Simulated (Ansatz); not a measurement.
Cost and result for the atomization energy of `[OH][Al-]([OH])([OH])[OH+][SiH3]` (13 atoms, 12 bonds).

```xyz
13

O     0.1912   -0.7555    1.0424
Al    0.8199   -0.4238   -0.5913
O     0.4595   -1.4947   -1.8642
O     2.3317    0.3529   -0.4596
O    -0.6473    0.7166   -0.5399
Si   -1.4040    0.5750    1.0409
H     0.7540   -0.7109    1.8155
H     1.0833   -2.1116   -2.2380
H     2.9450    0.4304   -1.1862
H    -1.1201    1.2100   -1.2114
H    -2.2466   -0.6144    1.2873
H    -0.7306    1.2007    2.2050
H    -2.4358    1.6252    0.6994
```

The species carries charge 0 and has multiplicity 1. Geometry: relaxed with PBE0-D4/def2-TZVP. It is one conformer, not always the lowest. Program: Ansatz. All runs use 4 threads of an Arm Neoverse V2 on a shared host. Times are those of one run each, without the atoms' runs, and a repeat can differ threefold. Electronic energies, without spin–orbit coupling; frozen cores. CCSD(T)/CBS adds CCSD(T) − MP2 in def2-TZVPP to the MP2 limit, and its time is that of the two runs behind it. T1 = 0.011. B3LYP takes the VWN-RPA correlation (the form of Gaussian; ORCA's B3LYP/G). HSE06 is the plane-wave form, built on full-range PBE exchange.

CCSD(T)/CBS is a level of theory with its own doubt, some kJ/mol a heavy atom from the limit and from the frozen cores, so smaller differences don't rank the functionals.

| level | functions | wall time | atomization (kcal/mol) | difference from CCSD(T)/CBS | per bond |
| --- | --- | --- | --- | --- | --- |
| revPBE-D4/def2-TZVPP | 306 | 2.8 s | 1119.5 | -40.5 | -3.4 |
| BLYP-D4/def2-TZVPP | 306 | 2.8 s | 1141.8 | -18.2 | -1.5 |
| PBE0-D4/def2-TZVPP | 306 | 4.5 s | 1127.0 | -33.0 | -2.8 |
| HSE06-D4/def2-TZVPP | 306 | 4.8 s | 1127.6 | -32.4 | -2.7 |
| B3LYP-D4/def2-TZVPP (with forces) | 306 | 7 s | 1141.2 | -18.8 | -1.6 |
| B2PLYP/def2-TZVPP | 306 | 8 s | 1134.9 | -25.1 | -2.1 |
| PBE-QIDH/def2-TZVPP | 306 | 8.5 s | 1129.1 | -30.9 | -2.6 |
| ωB97X-V/def2-TZVPP | 306 | 10 s | 1149.7 | -10.3 | -0.9 |
| CCSD(T)/def2-SVP | 127 | 12 s | 1069.6 | -90.4 | -7.5 |
| ωB97M-V/def2-TZVPP (with forces) | 306 | 15 s | 1152.6 | -7.4 | -0.6 |
| MP2/def2-QZVPP | 578 | 33 s | 1173.3 | 13.3 | 1.1 |
| CCSD(T)/def2-TZVPP | 306 | 16 min | 1124.0 | -36.0 | -3.0 |
| CCSD(T)/CBS(def2) | – | 16 min | 1160.0 | 0.0 | 0.0 |

From r2SCAN to r2SCAN0 (25 % exact exchange), in def2-TZVPP and without D4, the atomization energy moves by −24.8 kcal/mol: exact exchange takes away binding that semilocal exchange gives to molecules. At CCSD(T), def2-SVP lies −90.4 kcal/mol from the extrapolated value and def2-TZVPP −36.1 kcal/mol: correlation converges slowly with the basis, and small sets miss more of it in the bonded molecule than in its fragments. Leaving LDA and LC-ωPBE aside and taking each functional with its dispersion term where it has one, the values, not all of them listed here, spread over 48.4 kcal/mol, from BHLYP-D4 to CAM-B3LYP-D4. LDA lies +165.4 kcal/mol from PBE without D4, its usual overbinding.
